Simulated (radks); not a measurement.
The numbers below are computed, except where a source is named.
Problem. Species: the cerium ion Ce3+. Configuration: [Kr] 4d10 4f1 5s2 5p5.75 5d0.25 (fractional occupations, a model configuration). Code: a radial shooting solver on a logarithmic mesh with Libxc functionals. Model: Dirac Kohn-Sham, PBE, spin-unpolarised, spherical densities, finite nucleus; open shells fill j = l - 1/2 first; Fermi nuclear charge, rms radius 4.8771 fm.

Spin-orbit splittings of the eigenvalues, e(l+1/2) - e(l-1/2), with zeta = 2 splitting/(2l+1) and mean radii in bohr:

shell  occ.  splitting (eV)  zeta (eV)  <r> j=l-1/2  <r> j=l+1/2
2p        6           446.6      297.7      0.08795      0.09415
3p        6               ?          ?       0.2681       0.2802
3d       10           18.85      7.539       0.2513       0.2551
4p        6           18.85      12.57       0.6560       0.6832
4d       10           3.305      1.322       0.7384       0.7481
4f        1          0.3442    0.09833        1.051        1.060
5p     5.75           2.901      1.934        1.664        1.735
5d     0.25          0.3207     0.1283        2.317        2.345
6p        0          0.5857     0.3905        3.832        3.951

Estimate the 3p splitting.

Solution. 87.77 eV (zeta = 58.51 eV).
